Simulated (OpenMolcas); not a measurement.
An OpenMolcas run meant for Cr⁺ (ANO-R2, X2C; inactive shells 1s 2s 2p 3s 3p; intended active space 5 electrons in 6 orbitals (3d 4s)). One step of its input:

```
&RASSCF
FileOrb=start.orb
Symmetry=1
Spin=6
nActEl=5 0 0
Inactive=3 6
Ras2=6 0
CIRoot=11 11 1
SDav=6
CIMx=300
Iter=80 100
PrWF=0.3
OrbListing=Nothing
MaxOrb=0
Atom
CIOnly
>>> COPY $Project.JobIph JOB001
```

Lines from the output:

```
...
      Number of secondary orbitals              37
      Spin quantum number                      2.5
      State symmetry                             1
Orbital specifications:
      -----------------------

      Symmetry species                           1   2
                                                ag  au
      Frozen orbitals                            0   0
      Inactive orbitals                          3   6
      Active orbitals                            6   0
      RAS1 orbitals                              0   0
      RAS2 orbitals                              6   0
      RAS3 orbitals                              0   0
      Secondary orbitals                        17  20
      Deleted orbitals                           0   0
      Number of basis functions                 26  26
      Number of CSFs                             6
      Number of root(s) required                11
 ************ ERROR ***********
  You can't ask for more roots
  than there are configurations
 ******************************
--- Stop Module: rasscf at  /rc=_RC_INPUT_ERROR_ ---
.####################.
.# User input error #.
.####################.
```

Problem. What is wrong with the input?

Solution. CIRoot asks for more roots than the active space has configuration state functions.
